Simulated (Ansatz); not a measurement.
Born–Oppenheimer molecular dynamics of CH$_{7}$ClSn (10 atoms, charge 0, multiplicity 1). It starts at the highest image of a converged band, a first-order saddle point between two minima.

Theory: RKS r2SCANh/def2-SVP in Ansatz 0.2.0.

- ensemble: NVE (velocity Verlet)
- time step: 0.5 fs
- steps asked: 200
- starting velocities drawn for: 100 K
- seed: 4520

First frame:

```xyz
10
Properties=species:S:1:pos:R:3
Sn -0.192 -0.010 -0.085
H -0.107 0.091 1.909
H 1.528 -0.154 0.071
H -0.540 1.517 -0.745
C -0.990 -1.836 -0.840
H -1.185 -2.492 0.018
H -1.942 -1.626 -1.341
H -0.277 -2.316 -1.522
Cl -2.632 0.185 1.286
H -1.024 0.135 1.891
```

Problem. How far do the bonds stretch over the last three quarters of this one trajectory? (Pairs bonded in most of those frames.)

Solution. 
```tsv
bond	mean (Å)	spread (Å)	shortest	longest
Sn1–H3	1.715	0.011	1.70	1.74
Sn1–H4	1.711	0.015	1.68	1.73
Sn1–C5	2.148	0.010	2.12	2.16
Sn1–Cl9	2.409	0.205	2.14	2.77
H2–H10	0.758	0.007	0.75	0.78
C5–H6	1.098	0.007	1.09	1.11
C5–H7	1.100	0.023	1.06	1.14
C5–H8	1.098	0.011	1.08	1.12
```

Mean temperature of the second half: 1358 K. The conserved energy stayed within 0.068 meV per atom of its start (net change 0.035 meV per atom), so the integration is sound. The kinetic energy rose, since the run started high on the potential surface and went downhill. It ends in pieces (CH5ClSn + H2), so much of that is their flight and rotation, not heat. A run of 0.1 ps of so small a system gives no equilibrium averages. The orbitals stay closed-shell, which can raise the energy where a bond breaks towards radicals; this wasn't checked here.

The run took 14 min on 2 threads of Arm Neoverse V1, with other jobs on the host, peak memory 0.22 GiB.
